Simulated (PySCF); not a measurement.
Record of a relaxation.

Species: isopropenyloxytrimethylsilane, C6H14OSi.
SMILES with atom numbers: `[CH2:1]=[C:2]([CH3:3])[O:4][Si:5]([CH3:6])([CH3:7])[CH3:8]` (hydrogens: H9, H10 on C1; H11, H12, H13 on C3; H14, H15, H16 on C6; H17, H18, H19 on C7; H20, H21, H22 on C8)

Computed by this run: PBE0-D3(BJ)/def2-SVP geometry optimisation, gas phase (PySCF 2.14.0); density fitting, grid level 1; the optimiser is geomeTRIC in internal coordinates, started from a GFN2-xTB structure with every atom displaced at random (about 0.01 Å). 5 of its 6 geometries are shown. The frame can shift and turn from step to step; on so coarse a grid that alone can change the energy by a few meV, and forces under 0.02 eV/Å are noise.

Step 0: E = -16355.1231 eV, largest atomic force 2.220 eV/Å
```
atom  x, y, z in Å  |  force x, y, z in eV/Å
C1      1.970   -1.206    0.612   -1.685   1.296  -0.642
C2      1.784   -0.014    0.007    1.270  -0.529   0.328
C3      2.904    0.894   -0.379    0.426  -0.346   0.480
O4      0.623    0.514   -0.339   -0.731   0.274  -0.203
Si5    -0.981    0.081   -0.117   -1.001   0.132   0.340
C6     -1.414    0.001    1.748    0.694  -0.163  -0.807
C7     -1.871    1.529   -0.947   -0.443  -0.990   0.304
C8     -1.397   -1.560   -0.961   -1.037   0.636   0.042
H9      1.110   -1.797    0.881   -0.342  -0.458   0.150
H10     2.926   -1.547    0.866    1.611  -0.555   0.380
H11     3.867    0.473   -0.053    0.005   0.044  -0.208
H12     2.794    1.870    0.107   -0.150   0.204   0.043
H13     2.899    1.057   -1.458    0.061   0.056  -0.311
H14    -1.262    0.957    2.242    0.217   0.474   0.127
H15    -0.804   -0.747    2.270    0.110  -0.061   0.022
H16    -2.450   -0.261    1.915   -0.727  -0.251  -0.082
H17    -1.657    1.586   -2.011    0.155  -0.069  -0.496
H18    -2.964    1.432   -0.833    0.013  -0.066  -0.024
H19    -1.599    2.477   -0.512    0.340   0.661   0.423
H20    -2.512   -1.694   -1.026    0.663   0.225   0.028
H21    -1.031   -2.420   -0.427    0.398  -0.621   0.526
H22    -1.000   -1.622   -1.973    0.151   0.107  -0.419
```

Step 1: E = -16355.2959 eV, largest atomic force 0.556 eV/Å
```
atom  x, y, z in Å  |  force x, y, z in eV/Å
C1      1.881   -1.163    0.635    0.447  -0.143   0.190
C2      1.778    0.019    0.013   -0.531   0.119  -0.117
C3      2.941    0.873   -0.362   -0.016   0.086  -0.029
O4      0.600    0.586   -0.360    0.326   0.024   0.019
Si5    -1.010    0.113   -0.124    0.036  -0.142   0.087
C6     -1.355    0.001    1.720   -0.126   0.037  -0.024
C7     -2.018    1.472   -0.917    0.133   0.142   0.009
C8     -1.314   -1.523   -0.989   -0.066  -0.151   0.080
H9      1.017   -1.769    0.907   -0.026  -0.014  -0.029
H10     2.876   -1.538    0.913   -0.290   0.049  -0.085
H11     3.892    0.422   -0.056    0.035  -0.028  -0.013
H12     2.846    1.862    0.115   -0.005  -0.001  -0.024
H13     2.949    1.040   -1.452    0.010  -0.001   0.043
H14    -1.207    0.977    2.211    0.029  -0.009  -0.052
H15    -0.702   -0.727    2.221    0.028  -0.017  -0.016
H16    -2.399   -0.303    1.903    0.033   0.000  -0.035
H17    -1.817    1.540   -1.998    0.008  -0.022   0.027
H18    -3.096    1.303   -0.781   -0.042  -0.052   0.018
H19    -1.770    2.448   -0.468   -0.013  -0.054  -0.027
H20    -2.395   -1.721   -1.070   -0.029   0.048  -0.009
H21    -0.876   -2.377   -0.450    0.043   0.061  -0.009
H22    -0.898   -1.525   -2.008    0.017   0.067  -0.007
```

Step 2: E = -16355.3051 eV, largest atomic force 0.167 eV/Å
```
atom  x, y, z in Å  |  force x, y, z in eV/Å
C1      1.897   -1.176    0.614   -0.013   0.040   0.007
C2      1.774    0.017    0.012   -0.112   0.029  -0.065
C3      2.931    0.888   -0.352    0.032   0.028   0.018
O4      0.600    0.584   -0.352    0.160  -0.013   0.045
Si5    -1.007    0.106   -0.115   -0.021  -0.069   0.012
C6     -1.369    0.009    1.720   -0.034   0.006   0.034
C7     -1.999    1.466   -0.918    0.018   0.060  -0.009
C8     -1.318   -1.531   -0.971   -0.043  -0.081   0.023
H9      1.029   -1.789    0.860    0.007  -0.044   0.017
H10     2.885   -1.560    0.873   -0.051   0.015  -0.013
H11     3.887    0.437   -0.059    0.004   0.002  -0.009
H12     2.830    1.869    0.139   -0.001   0.002  -0.004
H13     2.934    1.073   -1.437    0.000  -0.001  -0.003
H14    -1.216    0.989    2.198    0.014  -0.001  -0.012
H15    -0.721   -0.719    2.230    0.007  -0.005  -0.002
H16    -2.416   -0.289    1.894    0.011  -0.001  -0.016
H17    -1.790    1.524   -1.998   -0.001  -0.008   0.001
H18    -3.079    1.297   -0.787   -0.001  -0.012  -0.004
H19    -1.750    2.443   -0.474   -0.004  -0.012  -0.003
H20    -2.402   -1.721   -1.054    0.012   0.023   0.001
H21    -0.877   -2.381   -0.430    0.017   0.018  -0.013
H22    -0.898   -1.527   -1.989    0.000   0.025  -0.004
```

Step 4: E = -16355.3067 eV, largest atomic force 0.056 eV/Å
```
atom  x, y, z in Å  |  force x, y, z in eV/Å
C1      1.892   -1.164    0.623   -0.047  -0.015  -0.003
C2      1.768    0.024    0.012    0.051  -0.014   0.019
C3      2.931    0.891   -0.352   -0.018   0.012  -0.013
O4      0.599    0.589   -0.353    0.009   0.018  -0.006
Si5    -1.007    0.099   -0.114   -0.025  -0.003  -0.002
C6     -1.369    0.001    1.721    0.012   0.000   0.000
C7     -1.995    1.465   -0.917   -0.005  -0.015   0.000
C8     -1.321   -1.536   -0.974    0.016   0.011   0.002
H9      1.030   -1.786    0.873    0.000   0.004   0.000
H10     2.880   -1.544    0.880    0.026  -0.009   0.007
H11     3.886    0.438   -0.058   -0.011  -0.001   0.001
H12     2.832    1.875    0.134    0.002   0.004   0.001
H13     2.936    1.070   -1.439    0.002   0.006  -0.004
H14    -1.212    0.980    2.198    0.000   0.000   0.003
H15    -0.722   -0.730    2.229   -0.006   0.002  -0.001
H16    -2.417   -0.296    1.891   -0.005   0.002   0.001
H17    -1.782    1.523   -1.996    0.003   0.000  -0.001
H18    -3.075    1.293   -0.791    0.001   0.004  -0.005
H19    -1.748    2.440   -0.470    0.001   0.003   0.004
H20    -2.405   -1.721   -1.051   -0.003  -0.003   0.006
H21    -0.869   -2.387   -0.444    0.005  -0.003  -0.006
H22    -0.909   -1.516   -1.995   -0.008   0.001  -0.003
```

Step 5: E = -16355.3068 eV, largest atomic force 0.022 eV/Å
```
atom  x, y, z in Å  |  force x, y, z in eV/Å
C1      1.889   -1.165    0.623   -0.007   0.002  -0.001
C2      1.769    0.025    0.013    0.022  -0.001   0.000
C3      2.930    0.893   -0.352   -0.003  -0.002  -0.004
O4      0.600    0.591   -0.351   -0.011   0.012   0.000
Si5    -1.006    0.099   -0.113   -0.007  -0.003   0.003
C6     -1.368    0.000    1.722    0.000   0.004  -0.009
C7     -1.995    1.463   -0.918    0.003  -0.006   0.000
C8     -1.317   -1.536   -0.975    0.007   0.004   0.003
H9      1.022   -1.780    0.870    0.011  -0.013   0.008
H10     2.875   -1.551    0.882   -0.011   0.007  -0.004
H11     3.886    0.441   -0.060    0.004  -0.001   0.002
H12     2.830    1.876    0.135    0.000   0.000   0.001
H13     2.933    1.074   -1.439   -0.001   0.001   0.004
H14    -1.211    0.980    2.199    0.001  -0.001  -0.001
H15    -0.722   -0.730    2.230   -0.002  -0.003   0.000
H16    -2.416   -0.297    1.892   -0.002   0.002   0.001
H17    -1.780    1.522   -1.996    0.003   0.001   0.002
H18    -3.076    1.291   -0.794   -0.002   0.000  -0.002
H19    -1.751    2.439   -0.470   -0.001  -0.001   0.001
H20    -2.400   -1.724   -1.048   -0.003  -0.004   0.005
H21    -0.860   -2.386   -0.448    0.004   0.000  -0.006
H22    -0.908   -1.513   -1.997   -0.006   0.003  -0.003
```

Question: Summarise the path.

Answer: The energy falls by 17.72 kJ/mol from step 0 to step 5; nine tenths of that is first reached at step 1. It falls at every step. The largest force goes from 2.220 to 0.022 eV/Å. Among the bonds C1–H10 changes most, from 1.046 to 1.090 Å; the atoms move by 0.094 Å rms after alignment.

Question: Follow the three bonds and two angles with the largest change from start to end.

Answer: 
```tsv
step	E above end (kJ/mol)	largest force (eV/Å)	C1–H10 (Å)	Si5–C6 (Å)	C2–O4 (Å)	C2–O4–Si5 (°)	C2–C1–H9 (°)
0	17.72	2.220	1.046	1.916	1.322	134.6	119.1
1	1.05	0.556	1.099	1.879	1.359	132.0	123.0
2	0.17	0.167	1.091	1.872	1.353	131.8	121.9
3	0.06	0.071	1.088	1.871	1.349	131.6	122.9
4	0.01	0.056	1.089	1.873	1.349	131.5	122.4
5	0.00	0.022	1.090	1.873	1.349	131.4	122.1
```

The cost below is that of the whole optimisation. Hardware: one thread of an Arm Neoverse V1, shared host with 32 logical CPUs at a one-minute load of 12. Cost: 1.8 min of wall time, 0.80 GiB resident at most.
